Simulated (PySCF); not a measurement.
# N²⁺: excitation energy

N²⁺ [He] 2s2 2p1 (2P) → N²⁺ [He] 2s2 3s1 (2S), as a difference of total energies. Calculation: PySCF 2.14, in aug-cc-pVTZ-DK; the spin-free X2C one-electron Hamiltonian (Gaussian nucleus). Correlated levels: valence: 1s2 frozen. The calculations carry no spin-orbit coupling.

```tsv
method	excitation energy (eV)
UHF	27.832
LDA	27.832
PBE	27.955
PBE0	28.032
r2SCAN	28.541
wB97X	28.200
M06	28.174
M06-2X	27.405
PBEsol	27.814
MP2 (valence)	27.641
SCS-MP2 (valence)	27.617
```

Task: How much does correlation contribute at MP2 (valence)?

Result: 27.641 − (27.832) = -0.191 eV, measured against UHF.

A first-order spin-orbit estimate (lowest level to lowest level, LS coupling) adds 0.014 eV.

The promoted electron is Rydberg-like, and one or two diffuse shells describe it only roughly, which tends to raise the upper state.
